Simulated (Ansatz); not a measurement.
Name a neutral molecule of Ga, S and H with HOMO–LUMO gap (ωB97M-V/def2-TZVPP) between 10.00 and 10.30 eV and HOMO–LUMO gap (B3LYP/def2-TZVPP) between 5.50 and 5.80 eV (Ansatz, PBE0-D4/def2-TZVP geometry).

`[SH][GaH2]` (10.10 eV, 5.72 eV). Other molecules can fit too; these were computed, each in one conformer that needn't be the lowest.

B3LYP here is the variant with VWN-RPA as its local correlation; programs differ in this.
